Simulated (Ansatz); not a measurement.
# A barrier at the coupled-cluster level

Start structure (Si₂H₄ClOF₃, closed shell), relaxed at PBE0-D4/def2-TZVP:

```
11
angstrom
Si -0.4870 0.2274 1.5385
O -0.1082 0.1413 -0.0241
Si 0.4474 -1.0239 -1.0952
F -1.8205 -0.5550 1.8180
F -0.7249 1.7381 1.8863
Cl 0.9660 -0.5281 2.7035
H -0.0969 1.7117 -0.9895
F 0.0420 2.2994 -1.6965
H 1.8467 -0.6945 -1.4379
H -0.4288 -0.9760 -2.2831
H 0.3641 -2.3405 -0.4201
```

The step: Si₂H₃ClOF₂ ([F][Si]([F])([Cl])[O][SiH3]) + HF → SiClF₃ ([F][Si]([F])([F])[Cl]) + SiH₄O ([OH][SiH3]); bonds formed: Si1–F8, O2–H7; bonds broken: Si1–O2, H7–F8. Computed with Ansatz 0.2.0 (basis: def2-TZVPP and def2-QZVPP); correlated methods freeze the cores. Extrapolation: Hartree–Fock as exp(−7.88 √X), correlation as X^−2.97. Energies below are by CCSD(T) at an estimated basis limit (MP2 extrapolated from triple and quadruple zeta, plus CCSD(T) − MP2 in triple zeta).

(1) What are the electronic barrier and the energy of the step, from the start structure to the end structure? (Judge from chemistry; the value comes from the calculation.)

No T1 diagnostic of these runs exceeds 0.012.

## Answers

(1) By the calculation: Barrier 101.8 kJ/mol; step energy -8.3 kJ/mol (downhill); reverse barrier, their difference, 110.1 kJ/mol. Barrier and step energy count from the start structure, the reverse barrier from the end structure.

The saddle point: One imaginary mode of 780i cm⁻¹.
| pair | start (Å) | saddle (Å) | end (Å) |
| --- | --- | --- | --- |
| Si1–F8 | 3.88 | 1.89 | 1.57 |
| O2–H7 | 1.84 | 1.15 | 0.96 |
| Si1–O2 | 1.61 | 1.74 | 3.00 |
| H7–F8 | 0.93 | 1.20 | 2.78 |

Zero-point energy (harmonic, PBE0-D4): ZPE is 132.6 kJ/mol at the start and 127.5 kJ/mol at the saddle, so the barrier goes from 101.8 to 96.7 kJ/mol.

Steps of this kind, hydrogen fluoride cutting a network bond, underlie vapour etching and the fluorination step of atomic layer etching. Here a small cluster stands in for the surface site.

Labels in which every atom is bracketed show which atoms are joined, not bond orders.

For scale, one of the runs: CCSD(T)/def2-TZVPP, 306 basis functions, launched by `ansatz run in.yaml --threads 4 --pin off --events-out ev --progress --plain --max-ram 66560MiB --backend cuda --devices 0, --max-vram 37GiB`. Time: 15 s of wall clock on 4 CPU threads of an AMD EPYC 7R13 and a share of one NVIDIA H100; the host was shared. Peak host memory: 0.84 GiB.
